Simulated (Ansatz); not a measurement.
Relative stability

Two relaxed structures of CHSSe, doublet (PBE0-D4/def2-TZVP; forces vanish, vibrations not checked).

A:

```xyz
4
angstrom
C -0.1942 -0.0245 0.0219
S 0.0208 1.4928 0.3520
Se -1.5427 -1.0485 -0.6700
H -0.7993 -2.3179 -0.5862
```

B:

```
4
angstrom
C 0.3449 -0.1461 0.3707
S -0.5218 1.2908 0.0320
Se -1.1978 -0.7772 -0.5184
H 1.3746 -0.3675 0.1157
```

Program: Ansatz 0.2.0. Basis: def2-TZVPP. Cores are frozen in the correlated methods; orbitals are unrestricted. Filled d shells of the heavier atoms are correlated. The def2 sets are not built for correlating such inner shells, so the correlated values are less sure here. B3LYP uses VWN-RPA correlation.

Q: Which structure is lower at CCSD(T), and by how much? (Judge from chemistry; the value comes from the calculation.)

A: By the calculation: A, by 34.7 kJ/mol (electronic energy, against the other). By their contacts, A is CHSSe ([S][C][SeH]) and B is CHSSe ([CH]1[S][Se]1).

All methods give the same order:

```tsv
method	E(B) − E(A) (kJ/mol)
PBE-D4	31.2
r2SCAN-D4	34.0
PBE0-D4	23.3
B3LYP-D4	40.7
wB97M-V	29.5
HF	30.5
MP2	28.3
CCSD	32.2
CCSD(T)	34.7
```

The T1 diagnostic stays at or below 0.024. ⟨S²⟩ of the unrestricted Hartree–Fock references: 0.79 to 0.82 (a pure state has 0.75). The unrestricted reference is spin-contaminated, which hurts MP2 most.

Labels in which every atom is bracketed show which atoms are joined, not bond orders.

For scale, one of the runs: CCSD(T)/def2-TZVPP, 135 basis functions, launched by `ansatz run in.yaml --threads 2 --pin off --events-out ev --progress --plain --max-ram 4352MiB`. Time: 87 s of wall clock on 2 CPU threads of an Arm Neoverse V1; the host was shared. Peak host memory: 1.6 GiB.
